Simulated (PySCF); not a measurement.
1,1-dichlorobuta-1,3-diene (C4H4Cl2), SMILES C=CC=C(Cl)Cl. Geometry: B3LYP-D3(BJ)/def2-SVP. One conformer was computed; it need not be the lowest.

Method: B3LYP-D3(BJ)/def2-SVP (PySCF).

Harmonic wavenumbers (cm⁻¹): 130, 158, 204, 277, 388, 426, 470, 666, 674, 891, 903, 939, 964, 1034, 1201, 1267, 1310, 1431, 1645, 1700, 3141, 3174, 3182, 3242. Rotational constants (GHz): 3.410, 1.393, 0.9891; symmetry number 1.

Work out the zero-point energy and the ideal-gas rigid-rotor harmonic-oscillator thermochemistry at 298.15 K and 1 atm.

ZPE = ½ Σ hcν = ½ × 29417 cm⁻¹ = 175.95 kJ/mol. H − E(el) = 195.58 kJ/mol. Entropy in J/(mol K): translation 168.76, rotation 119.73, vibration 55.21, total 343.70. G − E(el) = 93.11 kJ/mol. Cp = 101.35 J/(mol K). Modes under 150 cm⁻¹ make the vibrational entropy uncertain.
